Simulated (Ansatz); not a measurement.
`SB[CH2][GaH2]`, relaxed with RKS PBE0-D4/def2-TZVP in Ansatz 0.2.0 from a GFN2-xTB geometry. The force threshold is 0.005 eV/Å; the program also tests the step.

The species carries charge 0 and has multiplicity 1.

Start:

```xyz
10

S    -1.292   -0.765    0.964
B    -0.821   -0.223   -0.754
C    -0.025    1.061   -0.762
Ga    1.110    0.066    0.707
H    -1.309   -2.080    0.760
H    -0.939   -1.003   -1.616
H     0.343    1.461   -1.705
H    -0.368    1.882   -0.119
H     1.947   -1.232    0.490
H     1.356    0.832    2.034
```

```
        step  energy (eV)  largest force (eV/Å)  largest move (Å)
           1  -65013.0679                 0.943             0.000
           2  -65013.1598                 0.519             0.158
           3  -65013.1732                 0.144             0.087
           4  -65013.1766                 0.150             0.044
5 (rejected)  -65013.1758                 0.126             0.047
           6  -65013.1787                 0.038             0.019
           7  -65013.1788                 0.016             0.006
8 (rejected)  -65013.1788                 0.007             0.003
           9  -65013.1789                 0.002             0.002
```

End:

```xyz
10

S    -1.383   -0.756    0.982
B    -0.785   -0.226   -0.701
C    -0.076    1.082   -0.722
Ga    1.115    0.044    0.679
H    -1.405   -2.080    0.760
H    -0.755   -1.060   -1.552
H     0.395    1.416   -1.642
H    -0.358    1.903   -0.065
H     1.932   -1.234    0.304
H     1.319    0.911    1.958
```

Hardware: 4 threads of an Intel Xeon Platinum 8488C on a shared host. Wall time 21 s, peak host memory 0.52 GiB.
